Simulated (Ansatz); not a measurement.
A structure relaxed at PBE0-D4/def2-TZVP, charge 0, multiplicity 1:

Cartesian coordinates in Å:
```
C 0.275 -1.073 -0.169
O -0.400 -0.228 0.725
Cd -0.530 1.698 0.422
F -0.732 3.608 0.245
H -0.162 -1.076 -1.177
H 1.344 -0.835 -0.267
H 0.205 -2.095 0.220
```

Q: Give its formula and SMILES.

A: CH3CdFO, `C[O][Cd][F]`.

Q: Point group (tolerance 0.08 Å, 0.16 Å for H)?

A: Cs.

Q: Summarise the bond lengths by kind.

A: 1 × C–O 1.403 Å; 3 × C–H 1.096 to 1.099 Å; 1 × Cd–O 1.954 Å; 1 × Cd–F 1.929 Å.

All numbers were calculated with Ansatz.
